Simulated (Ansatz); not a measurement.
Cl2Mg (SMILES [Cl][Mg][Cl]) moved off its minimum; all values from Ansatz (an electronic-structure program), cores frozen in correlated methods.
(charge 0, multiplicity 1)
```xyz
3

Mg     0.07426     0.06565     0.07082
Cl    -0.04463    -0.07722    -2.16172
Cl     0.06594    -0.05969     2.15983
```

```json
[
 {"level": "HF/def2-TZVPP", "largest force (eV/Å)": "2.03", "on atom": "Mg1", "rms difference from CCSD(T)/def2-TZVPPD (eV/Å)": "0.055", "dipole (D)": "1.02"},
 {"level": "PBE/def2-TZVPP", "largest force (eV/Å)": "1.93", "on atom": "Mg1", "rms difference from CCSD(T)/def2-TZVPPD (eV/Å)": "0.043", "dipole (D)": "0.88"},
 {"level": "r2SCAN/def2-TZVPP", "largest force (eV/Å)": "1.95", "on atom": "Mg1", "rms difference from CCSD(T)/def2-TZVPPD (eV/Å)": "0.092", "dipole (D)": "0.93"},
 {"level": "B3LYP/def2-TZVPP", "largest force (eV/Å)": "1.94", "on atom": "Mg1", "rms difference from CCSD(T)/def2-TZVPPD (eV/Å)": "0.066", "dipole (D)": "0.91"},
 {"level": "wB97M-V/def2-TZVPP", "largest force (eV/Å)": "1.95", "on atom": "Mg1", "rms difference from CCSD(T)/def2-TZVPPD (eV/Å)": "0.090", "dipole (D)": "0.94"},
 {"level": "MP2/def2-TZVPPD", "largest force (eV/Å)": "2.03", "on atom": "Mg1", "rms difference from CCSD(T)/def2-TZVPPD (eV/Å)": "0.005", "dipole (D)": "0.97"},
 {"level": "CCSD(T)/def2-TZVPPD", "largest force (eV/Å)": "2.02", "on atom": "Mg1", "rms difference from CCSD(T)/def2-TZVPPD (eV/Å)": "0.000", "dipole (D)": "0.96"}
]
```

The differences count from one level among others, with limits of its own. Forces at CCSD(T)/def2-TZVPPD (eV/Å):

| atom | Fx | Fy | Fz |
|---|---|---|---|
| Mg1 | -0.076 | -0.062 | -2.021 |
| Cl2 | 0.056 | 0.091 | 0.596 |
| Cl3 | 0.020 | -0.029 | 1.425 |
